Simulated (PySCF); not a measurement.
CH$_{3}$Li, singlet, at a GFN2-xTB geometry (such geometries of metal compounds can be far from the true shape); CASSCF(4,5)/6-31G run with PySCF.

Input for PySCF:
```python
from pyscf import gto, scf, mcscf
import numpy

mol = gto.Mole()
mol.atom = '''
    Li   -1.062434   -0.645958   -0.918277
    C     0.254439    0.154699    0.219916
    H     0.806971   -0.571765    0.824206
    H    -0.165607    0.866160    0.937963
    H     1.019303    0.715288   -0.326831
'''
mol.basis = '6-31g'
mol.charge = 0
mol.spin = 0
mol.verbose = 4
mol.build()

mf = scf.RHF(mol)
mf.kernel()
mc = mcscf.CASSCF(mf, 5, 4)
mc.kernel()
occ = numpy.linalg.eigvalsh(mc.fcisolver.make_rdm1(mc.ci, mc.ncas, mc.nelecas))[::-1]
ss = mc.fcisolver.spin_square(mc.ci, mc.ncas, mc.nelecas)[0]
print('natural occupations', occ.round(4), ' <S^2>', round(ss, 4))
```

It wrote (shortened):

```
PySCF version 2.14.0

[INPUT] verbose = 4
[INPUT] num. atoms = 5
[INPUT] num. electrons = 12
[INPUT] charge = 0
[INPUT] spin (= nelec alpha-beta = 2S) = 0
[INPUT] symmetry False subgroup None
[INPUT] Mole.unit = angstrom
[INPUT] Symbol           X                Y                Z      unit          X                Y                Z       unit  Magmom
[INPUT]  1 Li    -1.062434000000  -0.645958000000  -0.918277000000 AA   -2.007709285426  -1.220683707972  -1.735292036487 Bohr   0.0
[INPUT]  2 C      0.254439000000   0.154699000000   0.219916000000 AA    0.480820025408   0.292338741744   0.415581010410 Bohr   0.0
[INPUT]  3 H      0.806971000000  -0.571765000000   0.824206000000 AA    1.524954180466  -1.080479257612   1.557523610223 Bohr   0.0
[INPUT]  4 H     -0.165607000000   0.866160000000   0.937963000000 AA   -0.312951874311   1.636805180053   1.772493184975 Bohr   0.0
[INPUT]  5 H      1.019303000000   0.715288000000  -0.326831000000 AA    1.926203507948   1.351698420188  -0.617621079018 Bohr   0.0

nuclear repulsion = 16.4487847786973
number of shells = 16
number of NR pGTOs = 56
number of NR cGTOs = 24
basis = 6-31g
ecp = {}

******** <class 'pyscf.scf.hf.RHF'> ********
method = RHF
initial guess = minao
damping factor = 0
level_shift factor = 0
DIIS = <class 'pyscf.scf.diis.CDIIS'>
diis_start_cycle = 1
diis_space = 8
diis_damp = 0
SCF conv_tol = 1e-09
SCF conv_tol_grad = None
SCF max_cycles = 50
direct_scf = True
direct_scf_tol = 1e-13
Set gradient conv threshold to 3.16228e-05
Initial guess from minao.
init E= -46.8514999068417
  HOMO = -0.26535487838548  LUMO = -0.0379711764633681  gap/eV = 6.18743
cycle= 1 E= -46.9815309016461  delta_E= -0.13  |g|= 0.256  |ddm|= 1.54
  HOMO = -0.240649145526498  LUMO = 0.0151524087966171  gap/eV = 6.96071
cycle= 2 E= -46.9978614646914  delta_E= -0.0163  |g|= 0.116  |ddm|= 0.396
  HOMO = -0.288143084478664  LUMO = 0.0139643892197485  gap/eV = 8.22076
cycle= 3 E= -47.0018503779924  delta_E= -0.00399  |g|= 0.0175  |ddm|= 0.101
  HOMO = -0.285333926725293  LUMO = 0.0148206092860059  gap/eV = 8.16762
cycle= 4 E= -47.0020761538141  delta_E= -0.000226  |g|= 0.00297  |ddm|= 0.0509
  HOMO = -0.285035542567355  LUMO = 0.0149661833069592  gap/eV = 8.16346
cycle= 5 E= -47.0020917162579  delta_E= -1.56e-05  |g|= 0.000722  |ddm|= 0.0125
  HOMO = -0.285006310923713  LUMO = 0.0149454426807962  gap/eV = 8.16210
cycle= 6 E= -47.0020927573101  delta_E= -1.04e-06  |g|= 0.000152  |ddm|= 0.00379
  HOMO = -0.285002822493727  LUMO = 0.0149289711167804  gap/eV = 8.16156
cycle= 7 E= -47.0020927970985  delta_E= -3.98e-08  |g|= 3.71e-05  |ddm|= 0.000578
  HOMO = -0.285006705153739  LUMO = 0.0149237338642241  gap/eV = 8.16152
cycle= 8 E= -47.0020927997589  delta_E= -2.66e-09  |g|= 6.69e-06  |ddm|= 0.000193
  HOMO = -0.285005750694768  LUMO = 0.0149226505722742  gap/eV = 8.16147
cycle= 9 E= -47.00209279987  delta_E= -1.11e-10  |g|= 1.76e-06  |ddm|= 4.97e-05
  HOMO = -0.28500529391511  LUMO = 0.0149225547869625  gap/eV = 8.16145
Extra cycle  E= -47.002092799874  delta_E= -3.96e-12  |g|= 7.76e-07  |ddm|= 5.5e-06
converged SCF energy = -47.002092799874

******** <class 'pyscf.mcscf.mc1step.CASSCF'> ********
CAS (2e+2e, 5o), ncore = 4, nvir = 15
max_cycle_macro = 50
max_cycle_micro = 4
conv_tol = 1e-07
conv_tol_grad = None
orbital rotation max_stepsize = 0.02
orbital rotation threshold for CI restart = 0.01
augmented hessian ah_max_cycle = 30
augmented hessian ah_conv_tol = 1e-12
augmented hessian ah_linear dependence = 1e-14
augmented hessian ah_level shift = 1e-08
augmented hessian ah_start_tol = 2.5
augmented hessian ah_start_cycle = 3
augmented hessian ah_grad_trust_region = 3
kf_trust_region = 3
kf_interval = 4
ci_response_space = 4
ci_grad_trust_region = 3
with_dep4 0
natorb = False
canonicalization = True
sorting_mo_energy = False
ao2mo_level = 2
internal_rotation = False
******** <class 'pyscf.fci.direct_spin1.FCISolver'> ********
max. cycles = 50
conv_tol = 1e-08
davidson only = False
linear dependence = 1e-12
level shift = 0.001
max iter space = 12
nroots = 1
pspace_size = 400
spin = None
CASCI E = -47.0023343017283  S^2 = 0.0000000
Set conv_tol_grad to 0.000316228
macro iter   1 ( 21 JK    4 micro), CASSCF E = -47.0079804591053  dE = -5.64615738e-03  S^2 = 0.0000000
               |grad[o]|=0.00215  |grad[c]|=0.0159  |ddm|=0.0569  |maxRot[o]|=0.277
macro iter   2 ( 21 JK    4 micro), CASSCF E = -47.0218806565066  dE = -1.39001974e-02  S^2 = 0.0000000
               |grad[o]|=0.0289  |grad[c]|=0.0205  |ddm|=0.0214  |maxRot[o]|=0.293
macro iter   3 ( 21 JK    4 micro), CASSCF E = -47.0294888606271  dE = -7.60820412e-03  S^2 = 0.0000000
               |grad[o]|=0.0223  |grad[c]|=0.0129  |ddm|=0.0214  |maxRot[o]|= 0.31
macro iter   4 ( 21 JK    4 micro), CASSCF E = -47.0324084789471  dE = -2.91961832e-03  S^2 = 0.0000000
               |grad[o]|=0.0124  |grad[c]|=0.0174  |ddm|=0.0386  |maxRot[o]|= 0.15
macro iter   5 ( 12 JK    3 micro), CASSCF E = -47.0345051607779  dE = -2.09668183e-03  S^2 = 0.0000000
               |grad[o]|=0.00851  |grad[c]|=0.0152  |ddm|=0.0284  |maxRot[o]|=0.149
macro iter   6 ( 21 JK    4 micro), CASSCF E = -47.0384277935721  dE = -3.92263279e-03  S^2 = 0.0000000
               |grad[o]|=0.00755  |grad[c]|=0.0143  |ddm|=0.031  |maxRot[o]|=0.302
macro iter   7 ( 21 JK    4 micro), CASSCF E = -47.0421028090916  dE = -3.67501552e-03  S^2 = 0.0000000
               |grad[o]|=0.00919  |grad[c]|=0.0083  |ddm|=0.0047  |maxRot[o]|=0.305
macro iter   8 ( 17 JK    4 micro), CASSCF E = -47.0428361340693  dE = -7.33324978e-04  S^2 = 0.0000000
               |grad[o]|=0.00467  |grad[c]|=0.0022  |ddm|=0.00208  |maxRot[o]|=0.179
macro iter   9 (  7 JK    2 micro), CASSCF E = -47.0428389208969  dE = -2.78682761e-06  S^2 = 0.0000000
               |grad[o]|=0.000616  |grad[c]|=0.000138  |ddm|=0.000181  |maxRot[o]|=0.00728
macro iter  10 (  3 JK    1 micro), CASSCF E = -47.0428389278806  dE = -6.98361902e-09  S^2 = 0.0000000
               |grad[o]|=3.09e-05  |grad[c]|=4.66e-05  |ddm|=3.04e-05  |maxRot[o]|=0.000232
1-step CASSCF converged in  10 macro (165 JK  34 micro) steps
CASSCF canonicalization
Density matrix diagonal elements [1.9752329  1.97078668 0.02859783 0.00536232 0.02002027]
CASSCF energy = -47.0428389278806
CASCI E = -47.0428389278806  E(CI) = -4.41780642872539  S^2 = 0.0000000
natural occupations [1.9756 1.9721 0.0271 0.0201 0.0052]  <S^2> 0.0
```
